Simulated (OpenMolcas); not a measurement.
**Sm³⁺: effect of the basis set**

```json
{"Program": "OpenMolcas", "Method": "CASSCF", "Active space": "5 electrons in 7 orbitals (4f)", "State averaging": "2S+1 = 6 odd, 21 roots; 2S+1 = 4 odd, 224 roots (128 in the spin-orbit step); 2S+1 = 2 odd, 249 roots kept (CI in the orbitals of an earlier block, 143 in the spin-orbit step)", "Spin-orbit coupling": "RASSI with atomic mean-field integrals over the reference wave functions, term energies averaged over their components"}
```

A. ANO-R1 [7s5p3d2f], X2C, finite nucleus; cost roughly 3 core-minutes
B. ANO-RCC-VDZP [7s6p4d2f1g], DKH2, point nucleus; cost of the order of 3 core-minutes
C. ANO-R2 [8s6p5d3f1g], X2C, finite nucleus; cost roughly 2.6 core-minutes
D. ANO-RCC-VTZP [8s7p5d3f2g1h], DKH2, point nucleus; cost roughly 4 core-minutes
E. ANO-R3 [9s8p6d5f3g1h], X2C, finite nucleus; cost of the order of 4 core-minutes
F. ANO-RCC-VQZP [9s8p6d4f3g2h], DKH2, point nucleus; cost roughly 10 core-minutes

Energies in cm⁻¹ above 4f⁵ ⁶H°_5/2.

```json
{"Level": "4f⁵ ⁶H°_5/2", "A": "0.0", "B": "0.0", "C": "0.0", "D": "0.0", "E": "0.0", "F": "0.0"}
{"Level": "4f⁵ ⁶H°_7/2", "A": "1044", "B": "1090", "C": "1100", "D": "1089", "E": "1086", "F": "1084"}
{"Level": "4f⁵ ⁶H°_9/2", "A": "2284", "B": "2384", "C": "2404", "D": "2381", "E": "2376", "F": "2372"}
{"Level": "4f⁵ ⁶H°_11/2", "A": "3665", "B": "3826", "C": "3856", "D": "3822", "E": "3813", "F": "3808"}
{"Level": "4f⁵ ⁶H°_13/2", "A": "5147", "B": "5372", "C": "5413", "D": "5367", "E": "5356", "F": "5349"}
{"Level": "4f⁵ ⁶H°_15/2", "A": "6699", "B": "6991", "C": "7041", "D": "6984", "E": "6970", "F": "6962"}
{"Level": "4f⁵ ⁶F°_1/2", "A": "7898", "B": "8157", "C": "8162", "D": "8152", "E": "8162", "F": "8153"}
{"Level": "4f⁵ ⁶F°_3/2", "A": "8166", "B": "8436", "C": "8443", "D": "8431", "E": "8441", "F": "8433"}
{"Level": "4f⁵ ⁶F°_5/2", "A": "8697", "B": "8991", "C": "9000", "D": "8986", "E": "8995", "F": "8986"}
{"Level": "4f⁵ ⁶F°_7/2", "A": "9582", "B": "9915", "C": "9932", "D": "9909", "E": "9916", "F": "9906"}
{"Level": "4f⁵ ⁶F°_9/2", "A": "10796", "B": "11182", "C": "11209", "D": "11174", "E": "11178", "F": "11166"}
{"Level": "4f⁵ ⁶F°_11/2", "A": "12256", "B": "12704", "C": "12743", "D": "12695", "E": "12695", "F": "12681"}
{"Level": "4f⁵ ⁴F°_3/2(1)", "A": "21657", "B": "22427", "C": "22408", "D": "22415", "E": "22460", "F": "22441"}
{"Level": "4f⁵ ⁴M°_15/2", "A": "23159", "B": "23965", "C": "23948", "D": "23953", "E": "23999", "F": "23978"}
{"Level": "4f⁵ ⁴G°_7/2(1) [58 %]", "A": "23290", "B": "24112", "C": "24100", "D": "24099", "E": "24143", "F": "24122"}
{"Level": "4f⁵ ⁴I°_9/2(1)", "A": "23610", "B": "24447", "C": "24440", "D": "24434", "E": "24480", "F": "24455"}
{"Level": "4f⁵ ⁴I°_11/2(1)", "A": "24166", "B": "25016", "C": "25009", "D": "25002", "E": "25049", "F": "25024"}
{"Level": "4f⁵ ⁴M°_17/2", "A": "24803", "B": "25673", "C": "25671", "D": "25658", "E": "25705", "F": "25678"}
{"Level": "4f⁵ ⁴I°_13/2(1) [63 %]", "A": "24859", "B": "25727", "C": "25719", "D": "25712", "E": "25758", "F": "25733"}
{"Level": "4f⁵ ⁴F°_5/2(1) [51 %]", "A": "25503", "B": "26407", "C": "26411", "D": "26391", "E": "26437", "F": "26408"}
{"Level": "4f⁵ ⁴I°_15/2(1) [63 %]", "A": "26003", "B": "26916", "C": "26918", "D": "26900", "E": "26945", "F": "26917"}
{"Level": "4f⁵ ⁴G°_9/2(1) [71 %]", "A": "26083", "B": "27003", "C": "27008", "D": "26988", "E": "27034", "F": "27004"}
{"Level": "4f⁵ ⁴M°_19/2", "A": "26325", "B": "27250", "C": "27260", "D": "27234", "E": "27281", "F": "27249"}
{"Level": "4f⁵ ⁴M°_21/2", "A": "27653", "B": "28625", "C": "28641", "D": "28608", "E": "28655", "F": "28619"}
```

Among A to F the level of the table that moves most is 4f⁵ ⁴M°_21/2, by 1000 cm-1 (lowest in A, highest in E).

High states are left out of the spin-orbit mixing, which shifts the levels that they would mix with. Without dynamic correlation excited terms often stand tens of per cent too high (terms of higher spin than the ground term too low), and those without a measured partner can miss by more than the paired ones. The basis is small and was not contracted for so high a charge (holds for A; B). Levels of configurations outside the active space are missing. Levels that lie high or do not pair safely by name in every column are left out.

A share in square brackets marks a mixed level and gives the weight of the term that names it, the lowest over the columns. A number in round brackets counts repeated terms of one configuration in the order of the reference energies. ° marks odd parity.
